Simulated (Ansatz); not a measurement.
Gas-phase electronic energies from Ansatz, PBE0-D4/def2-TZVP geometries. CCSD(T)/CBS is the MP2 limit (def2-TZVPP, def2-QZVPP) plus CCSD(T) − MP2 in def2-TZVPP, frozen cores. This one scheme is used for every species, atoms too. Functionals use def2-TZVPP. B3LYP here is the variant with VWN-RPA as its local correlation; programs differ in this. HSE06 is defined as in plane-wave codes. No spin–orbit coupling; open shells (•) take unrestricted orbitals. Spin–orbit coupling would lower the free atoms: a little for B, C, F, Si. Each species was taken in one conformer, which may not be the lowest.

Reaction (atomization): `FB([SiH3])C[SiH3]` → B• + C• + F• + 8 H• + 2 Si•

```tsv
level	ΔE (kJ/mol)	difference from CCSD(T)/CBS
PBE-D4	4490.7	18.2
BLYP-D4	4443.6	-28.9
r2SCAN-D4	4492.9	20.4
B97M-V	4504.5	32.0
PBE0-D4	4458.5	-14.0
B3LYP-D4	4480.6	8.1
r2SCANh-D4	4475.7	3.2
r2SCAN0-D4	4452.0	-20.5
HSE06-D4	4460.5	-12.0
BHLYP-D4	4412.8	-59.7
CAM-B3LYP-D4	4504.3	31.8
ωB97X-V	4504.2	31.7
ωB97M-V	4489.1	16.6
B2PLYP	4427.6	-44.9
PBE-QIDH	4444.6	-27.9
PBE	4463.2	-9.3
BLYP	4384.1	-88.4
r2SCAN	4485.9	13.4
PBE0	4435.0	-37.5
B3LYP	4436.3	-36.2
r2SCANh	4468.3	-4.2
r2SCAN0	4443.7	-28.8
HSE06	4438.4	-34.1
BHLYP	4378.0	-94.5
CAM-B3LYP	4480.1	7.6
LC-ωPBE	4452.8	-19.7
HF/def2-SVP	3475.0	-997.5
MP2/def2-SVP	4266.5	-206.0
CCSD/def2-SVP	4216.7	-255.8
CCSD(T)/def2-SVP	4249.5	-223.0
MP2/def2-TZVPP	4398.4	-74.1
SCS-MP2/def2-TZVPP	4405.9	-66.6
CCSD/def2-TZVPP	4328.6	-143.9
CCSD(T)/def2-TZVPP	4373.7	-98.8
HF/def2-QZVPP	3469.6	-1002.9
MP2/def2-QZVPP	4457.1	-15.4
SCS-MP2/def2-QZVPP	4472.0	-0.5
HF/CBS(def2)	3470.6	-1001.9
MP2/CBS(def2)	4497.2	24.7
CCSD/CBS(def2)	4427.4	-45.1
CCSD(T)/CBS	4472.5	0
```

Largest T1 diagnostic among the species: 0.014.

In def2-TZVPP, CCSD(T) changes the Hartree–Fock value by +909.9 kJ/mol (the triples alone add +45.1 kJ/mol) and MP2 by +934.6 kJ/mol; breaking electron pairs costs correlation energy, which Hartree–Fock lacks. From r2SCAN to r2SCAN0 (25 % exact exchange), in def2-TZVPP and without D4, ΔE moves by −42.2 kJ/mol: exact exchange takes away binding that semilocal exchange gives to molecules.

For atomizations the MP2-based limit and the directly extrapolated one differ by several kJ/mol either way, and by 10 to 25 for some Ge, Se and Sn compounds, so smaller differences from it don't rank the levels.
